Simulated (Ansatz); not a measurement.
Relaxation of H8O5SiTi (15 atoms, charge 0, multiplicity 1), to a largest force component of 0.03 eV/Å in at most 50 steps.

Theory: RKS PBE/def2-SVP in Ansatz.

```xyz
15
Properties=species:S:1:pos:R:3:forces:R:3
Ti -0.146 -0.030 0.067 0.10 0.20 0.99
O -0.291 -0.067 1.952 0.05 0.02 -0.85
Si -1.401 -0.453 3.142 -0.01 -0.02 -0.03
H -2.360 -1.499 2.612 0.01 0.00 0.02
H -0.695 -1.024 4.342 0.01 0.00 0.00
H -2.199 0.750 3.567 0.00 0.00 0.00
O 1.600 -0.068 -0.466 0.01 0.00 0.00
H 2.046 -0.867 -0.801 0.00 -0.01 0.00
O -1.034 1.321 -0.714 0.01 0.00 0.00
H -1.913 1.279 -1.131 -0.01 0.00 0.01
O -0.939 -1.550 -0.423 0.01 0.01 -0.03
H -1.432 -2.243 0.048 -0.01 -0.02 0.01
O 1.664 2.120 1.399 -0.38 -0.58 0.23
H 2.155 1.511 0.808 0.00 0.00 0.01
H 1.282 1.483 2.055 0.22 0.37 -0.37
```

Problem. Where does it end, and by what steps?

Solution. The run converged. After 15 steps the energy has fallen by 0.274 eV; H6 moved furthest, 0.56 Å. Joined: Ti1–O13 (3.11 → 2.32 Å).

```
step  energy less start (eV)  largest force component (eV/Å)  accepted
   0                  0.0000                           0.991       yes
   1                 -0.0565                           1.320       yes
   2                 -0.1407                           1.214       yes
   3                 -0.2083                           0.534       yes
   4                 -0.2329                           0.334       yes
   5                 -0.2483                           0.158       yes
   6                 -0.2560                           0.185       yes
   7                 -0.2574                           0.130       yes
   8                 -0.2623                           0.108       yes
   9                 -0.2658                           0.049       yes
  10                 -0.2677                           0.103       yes
  11                 -0.2696                           0.087       yes
  12                 -0.2684                           0.274        no
  13                 -0.2721                           0.030       yes
  14                 -0.2732                           0.067       yes
  15                 -0.2738                           0.026       yes
```

```xyz
15
Properties=species:S:1:pos:R:3
Ti -0.041 0.232 0.221
O -0.370 0.185 2.068
Si -1.409 -0.556 3.138
H -1.977 -1.822 2.518
H -0.680 -0.944 4.398
H -2.566 0.337 3.507
O 1.659 -0.254 -0.345
H 1.768 -1.047 -0.900
O -0.838 1.518 -0.775
H -1.688 1.343 -1.217
O -1.005 -1.224 -0.207
H -1.402 -1.927 0.338
O 1.400 1.862 1.033
H 2.178 1.356 0.706
H 1.308 1.605 1.974
```

Whether the end is a true minimum wasn't checked by a vibrational analysis.

Time of the run: 40 s on 4 threads of Arm Neoverse V2 (shared host), peak memory 0.26 GiB.
